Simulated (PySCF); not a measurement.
## Identify the compound

The spectra below were simulated for a compound C$_{4}$H$_{7}$F$_{3}$Si.

1H NMR (400 MHz, computed): δ 3.92 (d, 3H), 1.19 (m, 1H), 1.17 (m, 1H), 0.60 (m, 1H), 0.29 (m, 1H).

13C{1H} NMR (computed): δ 136.4 (C), 20.8 (CH), 10.0 (CH2), -1.8 (CH).

In vacuum, a single conformation, rapidly exchanging positions averaged, no relativistic terms. Geometry: GFN2-xTB; NMR shieldings at PBE0/pcSseg-1/GIAO; PySCF 2.14.0 with density-fitted response routines.

Referencing at the same level of theory: 1H (σ = 31.72 ppm), 13C (σ = 186.93 ppm) against TMS.

**Question.** Deduce the structure.

**Answer.** 
1. The formula gives 1 degree of unsaturation (1 ring in the answer).
2. 4 carbon signals for 4 carbons: no two carbons are equivalent.
3. Carbon types of the structure: 1 × C, 2 × CH, 1 × CH2, leaving 3 H on heteroatoms.
4. δC 136.4: CF3 carbon; 3 electronegative neighbours deshield it.
5. δC 20.8, 10.0, -1.8: three-membered-ring carbon; carbons of three-membered rings are unusually shielded.
6. δH 3.92: hydrogen on a silicon bonded to C.
7. δH 1.19, 1.17, 0.60, 0.29: hydrogen on a three-membered-ring carbon; cyclopropane-type protons are shielded by the ring.

Structure: `FC(F)(F)[C@@H]1C[C@H]1[SiH3]`.

The shifts were computed for this structure.

Splittings by 19F in the carbon and heteronuclear signals aren't shown, as no couplings were computed. Shifts are as computed. Against solution values, carbons near 30 ppm lie about +3 ppm off and those near 130 ppm about +5 ppm. Of 1211 compounds with measured shifts, 218 miss one by over three times the rms of a fit or turn the order of signals round; such compounds aren't used in these exercises. Multiplicities follow the n + 1 count of equivalent neighbours, as no J values were calculated; m marks all less simple cases, F and P coupling included.
